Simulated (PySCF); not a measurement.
## GeC: everyday levels beside a composite calculation

PySCF; the state is a triplet (σ ↑, π ↑). The composite is CCSD(T) extrapolated to the basis-set limit from two correlation-consistent sets, with core-valence (CV) and scalar-relativistic (SR) terms as its label shows; it has no spin–orbit coupling and nothing beyond (T). Here it is CCSD(T)/CBS(DT). It gives Re = 1.801 Å, ωe = 809 cm⁻¹ and De = 3.83 eV to Ge + C.

| level | basis | relativity | Re (Å) | ωe (cm⁻¹) | De (eV) |
| --- | --- | --- | --- | --- | --- |
| ROHF-SCS-MP2 | pcseg-1 | no relativity | 1.814 | 844 | 3.03 |
| ROHF-SCS-MP2 | 6-31G(d,p) | no relativity | 1.804 | 865 | 3.06 |
| ROHF-CCSD | def2-TZVPP | no relativity | 1.802 | 829 | 3.42 |
| ROHF-CCSD(T) | pcseg-1 | no relativity | 1.830 | 780 | 3.29 |
| BP86 | 6-31G(d,p) | no relativity | 1.819 | 789 | 4.21 |
| PBE0 | pcseg-1 | no relativity | 1.803 | 816 | 3.71 |
| PBE0 | aug-cc-pVDZ-PP/aug-cc-pVDZ | scalar-relativistic core potentials | 1.804 | 805 | 3.73 |
| M06 | aug-pcseg-1 | no relativity | 1.810 | 809 | 3.90 |
| MN15 | def2-TZVPP | no relativity | 1.794 | 819 | 3.82 |
| ωB97X | aug-cc-pVDZ-PP/aug-cc-pVDZ | scalar-relativistic core potentials | 1.798 | 807 | 3.72 |

Question: Give the difference of each row from the composite.

Answer: 

```csv
level,basis,ΔRe (pm),Δωe (%),ΔDe (eV)
ROHF-SCS-MP2,pcseg-1,+1.3,+4.3,-0.80
ROHF-SCS-MP2,"6-31G(d,p)",+0.3,+6.9,-0.77
ROHF-CCSD,def2-TZVPP,+0.1,+2.5,-0.41
ROHF-CCSD(T),pcseg-1,+2.9,-3.6,-0.54
BP86,"6-31G(d,p)",+1.8,-2.5,+0.38
PBE0,pcseg-1,+0.2,+0.9,-0.12
PBE0,aug-cc-pVDZ-PP/aug-cc-pVDZ,+0.3,-0.5,-0.10
M06,aug-pcseg-1,+0.9,+0.0,+0.07
MN15,def2-TZVPP,-0.7,+1.2,-0.01
ωB97X,aug-cc-pVDZ-PP/aug-cc-pVDZ,-0.3,-0.2,-0.11
```

Question: Which rows come closest in De?

Answer: MN15 in def2-TZVPP (-0.01 eV), counted from the composite.

Correlated steps freeze the inner cores (5 to 10 orbitals); shallow outer-core shells are correlated. Correlated levels converge slowly with the basis: in double zeta they bind strong bonds too weakly, by up to about 1 eV, and carry superposition errors of some tenths. Spin–orbit coupling is left out. The CCSD T1 diagnostic is raised in GeC, a sign that a single reference may not be enough there. The state was picked by a PBE0 search and need not be the measured ground state.
